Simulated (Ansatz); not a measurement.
Species: C4H3FN2, net charge 0, singlet state. 
Structure (B3LYP-D3(BJ)/def2-TZVP (Ansatz, an electronic-structure program) minimum search):
SMILES: n1cc(ncc1)F
```xyz
10

F     -1.8054    -1.2674     0.1843
C     -0.7030    -0.5186     0.0730
C     -0.8344     0.8681     0.0145
N      0.2441     1.6294    -0.0958
C      1.4261     1.0095    -0.1460
C      1.5242    -0.3721    -0.0855
N      0.4395    -1.1456     0.0258
H     -1.8075     1.3417     0.0577
H      2.3088     1.6304    -0.2362
H      2.4838    -0.8736    -0.1264
```
Charge 0, spin multiplicity 1.

Dipole moments at this geometry, in debye (magnitudes).

```tsv
level	program	dipole (D)
SVWN5/def2-TZVPD	Ansatz	1.42
r2SCANh/def2-TZVPD	Ansatz	1.46
r2SCAN0/def2-TZVPD	Ansatz	1.53
HSE06/def2-TZVPD	Ansatz	…
CAM-B3LYP/def2-TZVPD	Ansatz	1.58
CCSD(T)/aug-cc-pVDZ	Ansatz	…
```

**Question.** Fill in the missing entries.

**Answer.** 
- HSE06/def2-TZVPD, dipole (D): 1.49
- CCSD(T)/aug-cc-pVDZ, dipole (D): 1.53
